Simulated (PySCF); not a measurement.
## EPR parameters of [C2H5F4PSi]+

Compound: C2H5F4PSi (charge +1 and doublet state).
Geometry (GFN2-xTB, Å), atoms numbered from 1 in this order:
```xyz
13
C2H5F4PSi angstrom
F      1.8584    1.4501    0.0095
C      1.7733    0.0792    0.1848
Si     0.2644   -0.4523   -0.8903
P     -0.7219    1.6551   -0.9689
C     -1.1966   -1.3208    0.1076
F     -1.5638   -2.4717   -0.4397
F     -2.2739   -0.4940    0.0732
F     -0.9065   -1.5297    1.3894
H      1.6558   -0.0969    1.2609
H      2.7252   -0.3456   -0.1420
H      0.4310   -1.0887   -2.1963
H     -2.0237    1.8413   -1.4071
H     -0.0262    2.7745   -1.3918
```

The hyperfine couplings belong to this conformer and change with its torsions.

Identity: `C(F)[Si@@H](C(F)(F)F)[PH2+]` [radical] (charge +1).

Computed with UKS B3LYP, pcH-1 on C F H P Si, non-relativistic, mean-field spin-orbit, GIAO in PySCF 2.14.0. One conformer (not necessarily the lowest) at the GFN2-xTB geometry, without solvent, vibrations or thermal averaging. A GFN2-xTB geometry isn't a minimum of the functional, and hyperfine couplings can be far from their values at a DFT geometry, by a factor of two or more for some ions and for spin on atoms past the first row. Stability of the SCF solution: not tested.

* g1, g2, g3: 2.00279, 2.00806, 2.01299
* g_iso: 2.00794
* Form of g: rhombic: the two nearest values differ by 48 % of g3 − g1
* ⟨S²⟩: 0.7534 (exact 0.7500)
* HOMO–LUMO gap, α and β orbitals: 7.04, 3.30 eV
* Basis functions: 270

Hyperfine couplings atom by atom, in MHz; T1 to T3 are the principal values of the dipolar part:

```csv
atom,isotope,a_iso,of which spin–orbit,T1,T2,T3,Mulliken spin population
F1,19F,15.5,0.3,-18.3,-13.8,32.1,0.01
C2,13C,0.3,0.0,-0.6,-0.4,1.0,0.00
Si3,29Si,7.9,-0.1,-4.0,0.6,3.5,-0.01
P4,31P,713.3,-2.8,-326.1,-323.5,649.6,1.02
C5,13C,-0.2,0.0,-0.6,-0.4,1.1,0.00
F6,19F,-0.9,0.0,-2.1,0.5,1.6,0.00
F7,19F,12.3,0.1,-12.1,-7.6,19.7,0.00
F8,19F,-2.1,0.0,-2.7,0.1,2.6,0.00
H9,1H,-1.0,0.0,-1.6,-1.5,3.1,0.00
H10,1H,-1.2,0.0,-1.1,-0.9,2.0,0.00
H11,1H,62.2,0.0,-2.6,-0.1,2.6,0.03
H12,1H,-19.9,0.1,-16.5,1.4,15.1,-0.02
H13,1H,-23.1,0.1,-16.5,1.5,15.1,-0.02
```

The largest Mulliken spin population is on P4 (+1.02). The angles at P4 add up to 349.5°, so it is slightly pyramidal.

Under fast tumbling the dipolar parts average out, and these isotropic splittings remain (the largest six): 1 × 31P (P4, I = 1/2, 2 lines) with 25.38 mT, 1 × 1H (H11, I = 1/2, 2 lines) with 2.21 mT, 2 × 1H (H12/H13, I = 1/2, 3 lines) with 0.77 mT, 1 × 19F (F1, I = 1/2, 2 lines) with 0.55 mT, 3 × 19F (F6/F7/F8, I = 1/2, 4 lines) with 0.11 mT and 1 × 1H (H10, I = 1/2, 2 lines) with 0.04 mT.

Means are taken over nuclei equivalent by connectivity, which assumes that they swap fast. The three 19F nuclei of mean +3.1 MHz run from -2.1 to 12.3 MHz in the frozen geometry.

The 29Si coupling of Si3 (7.9 MHz) shows only in satellite lines or after enrichment, since that isotope makes up about 4.7 % of natural silicon.
